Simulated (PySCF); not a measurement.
Compound: C5H11O2 (doublet state).
Z-matrix (Å and degrees, GFN2-xTB geometry), rows numbered from 1:
```
C 
O   1  1.3666
C   2  1.4023  1  115.51
O   3  1.3840  2  114.61  1   -64.57
C   4  1.4282  3  116.39  2   -77.73
C   5  1.5247  4  106.31  3  -163.13
C   5  1.5276  4  112.32  3    74.91
H   1  1.0739  2  118.84  3    12.91
H   1  1.0714  2  113.66  3   167.58
H   3  1.1010  2  109.94  1    54.00
H   3  1.1015  2  105.14  1   172.47
H   5  1.1034  4  108.11  3   -45.56
H   6  1.0865  5  110.00  4    56.36
H   6  1.0861  5  110.10  4   176.80
H   6  1.0865  5  109.66  4   -62.97
H   7  1.0876  5  109.78  4    57.58
H   7  1.0871  5  110.74  4   -62.43
H   7  1.0869  5  109.69  4   177.41
```

The hyperfine couplings belong to this conformer and change with its torsions.

Identity: `[CH2]OCOC(C)C` [radical].

Theory: UKS B3LYP, pcH-1 on C H O, non-relativistic, mean-field spin-orbit, GIAO (PySCF). The structure is a single GFN2-xTB conformer in the gas phase; no vibrational or solvent corrections. The geometry wasn't refined by DFT: couplings that depend on bond lengths, twists or pyramidal angles can differ widely from those at the functional's own minimum. No stability test was run, so a lower SCF solution isn't excluded.

(1) Where do the isotropic ENDOR lines of H8/H9 and H10/H11 fall at 3337.7 mT, to first order?

(2) Which pairs are centred on the nuclear Larmor frequency, and which on half the coupling?

(3) At what field would the lower line of H8/H9 fall to zero frequency?

Answers

(1) ν± = |νn ± a/2|, one line for each electron-spin manifold; νn = |g_N| × 7.62259 MHz/T × B.

```json
{"nuclei": "H8/H9", "isotope": "1H", "g_N": "5.5857", "νn (MHz)": "142.11", "a_iso (MHz)": "-44.51", "lower line (MHz)": "119.86", "upper line (MHz)": "164.36"}
{"nuclei": "H10/H11", "isotope": "1H", "g_N": "5.5857", "νn (MHz)": "142.11", "a_iso (MHz)": "3.38", "lower line (MHz)": "140.42", "upper line (MHz)": "143.80"}
```

(2) Centred on νn, since |a| < 2νn: H8/H9 and H10/H11. No pair has |a| > 2νn.

(3) Where νn = |a|/2, that is B = 22.25 MHz/(5.5857 × 7.62259 MHz/T) = 523 mT, as far as first order holds there.

Means are taken over nuclei equivalent by connectivity, which assumes that they swap fast. The 1H value of +3.4 MHz is a mean of couplings from -2.5 to 9.3 MHz in this one geometry, not an average over conformers.

The Mulliken spin populations are largest on C1 (+0.95) and O2 (+0.11). No atom but C1 exceeds +0.15. The angles at C1 add up to 354.6°, so it is nearly planar; its axial dipolar tensor and the negative couplings of its protons fit spin in a p orbital normal to that plane.

Time: 68 s (with the writing of density and orbital grids); peak memory 1.0 GiB. Hardware: one thread of an Arm Neoverse V1, no GPU, shared host with 32 logical CPUs at a one-minute load of 21.
